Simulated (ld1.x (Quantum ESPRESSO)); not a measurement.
Pseudopotential generation for tungsten: PAW, PBE, scalar-relativistic.

- Element: W (Z = 74)
- Generator: ld1.x (Quantum ESPRESSO) 7.5
- Type: PAW
- Functional: PBE
- Relativity: scalar-relativistic
- Frozen core: [Kr] 4d10
- Valence charge: 28
- Reference configuration: 4f14 5s2 5p6 5d4 6s1.75 6p0.25
- Partial waves: 5s (bound): rcut 1.35, rcutus 1.75 bohr; 6s (bound): rcut 1.35, rcutus 1.75 bohr; 5p (bound): rcut 1.90, rcutus 2.05 bohr; 6p (bound): rcut 1.90, rcutus 2.05 bohr; 5d (bound): rcut 2.35, rcutus 2.75 bohr; 5d channel at -0.05 Ry: rcut 2.35, rcutus 2.75 bohr; 4f (bound): rcut 1.10, rcutus 1.25 bohr; 4f channel at -0.55 Ry: rcut 1.10, rcutus 1.25 bohr
- Local potential: all-electron potential smoothed inside 2.20 bohr (lloc = -1)
- Core correction: a·sin(br)/r model core, default radius (core density twice the valence density)
- Augmentation charge: GAUSS, radius 0.90 bohr

Poles of the logarithmic derivatives, all-electron (AE) and pseudo (PS). s: poles at -5.8, 1.0 (AE) and -5.8, 1.0 (PS) Ry. p: poles at -3.2, 2.3 (AE) and -3.2, 2.2 (PS) Ry. d: poles at -0.0, 4.7 (AE) and -0.0, 4.8 (PS) Ry. f: poles at 2.9 (AE) and 3.0 (PS) Ry. Test radius 3.01 bohr.

- Configuration tests: test run stopped at test 7 of 7 (negative rho), 5 before it not solved; not counted: 4f14 5s2 5p6 5d4 6s1 6p1 (solver errors, printed error -9394 eV); 4f14 5s2 5p6 5d4 6s1.5 6p0 (solver errors, printed error -9252 eV); 4f14 5s2 5p6 5d4 6s1 6p0 (solver errors, printed error -9146 eV); 2 more
- Lowest eigenvalue of the overlap operator: -0.28 (s channel); it is negative, so in a basis up to 400 Ry S is not positive definite and the file is unfit for use

The ghost test of this file was not conclusive. Its overlap operator is not positive definite in a basis up to 400 Ry (lowest eigenvalue s -0.28), so the file is unfit for use: the generalised eigenproblem breaks down once the basis is large enough, and its test numbers describe a broken file.
